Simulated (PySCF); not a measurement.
Work out the structure from these simulated measurements.

Formula: C7H10.

| Quantity | Value |
| --- | --- |
| Rotational structure | rotational constants A, B, C: 11.842, 1.011, 0.937 GHz [GFN2-xTB] |
| Triplet | lowest triplet excitation (Tamm–Dancoff): 2.48 eV [TDA PBE0/def2-SVPD] |
| Dipole | 0.69 D [PBE0/def2-SVPD] |
| UV, first state | lowest singlet excitation: 4.69 eV (265 nm, f = 0.949) [TDDFT PBE0/def2-SVPD] |
| 13C NMR | chemical shifts (computed TMS as zero) by class: 139.7 (1 C), 137.3 (1 C), 137.2 (1 C), 130.8 (1 C), 130.4 (1 C), 125.1 (1 C), 16.6 (1 C) ppm [GIAO PBE0/pcSseg-1] |
| Polarisability | 103.8 au [PBE0/def2-SVPD] |
| 1H NMR | chemical shifts (computed TMS as zero) by class: 7.19 (1 H), 6.82 (1 H), 6.60 (1 H), 6.21 (1 H), 5.88 (1 H), 5.51 (1 H), 5.46 (1 H), 1.99 (3 H) ppm [GIAO PBE0/pcSseg-1] |

Gas-phase values; electronic properties from PySCF, density fitting. Levels stand in brackets. NMR shifts are as computed; neighbouring signals can stand in another order in a measured spectrum. Geometry: GFN2-xTB, one conformer, isolated molecule. NMR classes are plain means over equivalent atoms (diastereotopic ones count apart unless rotation or inversion swaps them), as if these changed places fast.

Question: Propose a structure and show how it fits.

Answer: Numbering: `[CH2:1]=[CH:2]/[CH:3]=[CH:4]\[CH:5]=[CH:6]/[CH3:7]`. Its formula, C7H10, gives 3 degrees of unsaturation: 0 rings and 3 π bonds in the structure found. 7 carbons fall into 7 classes; from least to most shielded: alkene CH carbon [C2] (139.7 ppm), alkene CH carbon [C3] (137.3 ppm), alkene CH carbon [C6] (137.2 ppm), alkene CH carbon [C4] (130.8 ppm), alkene CH carbon [C5] (130.4 ppm), terminal =CH2 carbon [C1] (125.1 ppm), allylic carbon [C7] (16.6 ppm). Hydrogen classes from least to most shielded: 1 H on an alkene CH carbon, C2 (7.19 ppm), 1 H on an alkene CH carbon, C5 (6.82 ppm), 1 H on an alkene CH carbon, C4 (6.60 ppm), 1 H on an alkene CH carbon, C3 (6.21 ppm), 1 H on an alkene CH carbon, C6 (5.88 ppm), 1 H on a terminal =CH2 carbon, C1 (5.51 ppm), 1 H on a terminal =CH2 carbon, C1 (5.46 ppm), 3 H on an allylic carbon, C7 (1.99 ppm, a mean of values up to 0.6 ppm apart in this geometry). S1 is mainly HOMO→LUMO (weight 0.97); the largest Löwdin shares of the orbital it empties are 0.18 on an alkene CH carbon, 0.17 on an alkene CH carbon, 0.16 on an alkene CH carbon and 0.15 on the terminal =CH2 carbon, of the orbital it fills 0.18 on the terminal =CH2 carbon, 0.17 on an alkene CH carbon and 0.16 on each of 2 atoms of one kind (alkene CH carbon). The optimised geometry has point group Cs and is an asymmetric top. Structure: `C=C/C=C\C=C/C`. Computed isomers that give other values at the same levels: `C#C/C=C(/C)CC` (13C chemical shifts (computed TMS as zero) by class: 168.1 (1 C), 109.9 (1 C), 89.8 (1 C), 85.8 (1 C), 32.4 (1 C), 25.6 (1 C), 15.5 (1 C) ppm); `C=C[C@@H]1CC=C1C` (13C chemical shifts (computed TMS as zero) by class: 159.5 (1 C), 151.5 (1 C), 136.1 (1 C), 121.4 (1 C), 53.0 (1 C), 36.0 (1 C), 18.1 (1 C) ppm); `C=C[C@H](C)C#CC` (13C chemical shifts (computed TMS as zero) by class: 151.3 (1 C), 119.6 (1 C), 88.1 (1 C), 84.9 (1 C), 35.6 (1 C), 25.2 (1 C), 4.8 (1 C) ppm). The assignments are read from this structure; whether some other isomer fits the data as well wasn't checked.

Shape of the structure used: `[CH2:1]=[CH:2]/[CH:3]=[CH:4]\[CH:5]=[CH:6]/[CH3:7]`: C1–C2–C3–C4 180°, C3–C4–C5–C6 180°.
